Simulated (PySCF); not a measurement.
**Cost of excited-state runs on (H2Ga-mu-SH)2**

Geometry:
| atom | x (Å) | y (Å) | z (Å) |
| --- | --- | --- | --- |
| Ga1 | 1.292 | -0.247 | 0.936 |
| H2 | 2.452 | 0.734 | 1.208 |
| H3 | 1.214 | -1.669 | 1.559 |
| S4 | 0.993 | -0.497 | -1.437 |
| Ga5 | -1.003 | 0.772 | -1.002 |
| H6 | -2.211 | -0.149 | -1.331 |
| H7 | -0.843 | 2.196 | -1.575 |
| S8 | -0.802 | 0.843 | 1.394 |
| H9 | 0.375 | -1.677 | -1.326 |
| H10 | -1.465 | -0.304 | 1.573 |

PySCF with density fitting, on 1 thread of an AMD EPYC, shared host. Command: `OMP_NUM_THREADS=1 python excited_run.py task.json out`

Problem. How long does each of these runs take, and how much memory?
- magnetisability and related constants, KT1/def2-SVP; usual settings
- magnetisability and related constants, PBE0/def2-SVP; writes grids

Solution. 
```
                                  run          level  basis functions  wall time  peak memory (GiB)
magnetisability and related constants   KT1/def2-SVP              130       41 s               0.53
magnetisability and related constants  PBE0/def2-SVP              130       44 s               0.71
```
Times from a shared host are rough.
